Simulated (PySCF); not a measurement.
## How methods differ on the ionisation energy of Ge

Ge [Ar] 3d10 4s2 4p2 (3P) → Ge⁺ [Ar] 3d10 4s2 4p1 (2P), as a difference of total energies. All numbers are calculated (PySCF 2.14, the non-relativistic Hamiltonian (point nucleus), in dyall-av2z). Correlated levels: valence: [Ar] 3d10 frozen; virtual orbitals above 40 to 60 times the deepest correlated orbital energy dropped. The calculations carry no spin-orbit coupling.

| method | ionisation energy (eV) |
| --- | --- |
| UHF | 7.448 |
| LDA | 8.047 |
| PBE | 7.920 |
| PBE0 | 7.954 |
| r2SCAN | 8.087 |
| BP86 | 8.032 |
| B2PLYP | 7.770 |
| PBEsol | 7.931 |
| LC-wPBE | 8.031 |
| MP2 (valence) | 7.722 |
| SCS-MP2 (valence) | 7.649 |

Question: How much does correlation contribute at MP2 (valence)?

Answer: 7.722 − (7.448) = 0.274 eV, measured against UHF.

A first-order spin-orbit estimate (lowest level to lowest level, LS coupling) adds -0.026 eV.

These non-relativistic numbers lack the scalar-relativistic shift.

Errors of the correlated levels include the incompleteness of this basis and the frozen core.

For comparison: 7.899 eV (measured; NIST Atomic Spectra Database, ionization energies).
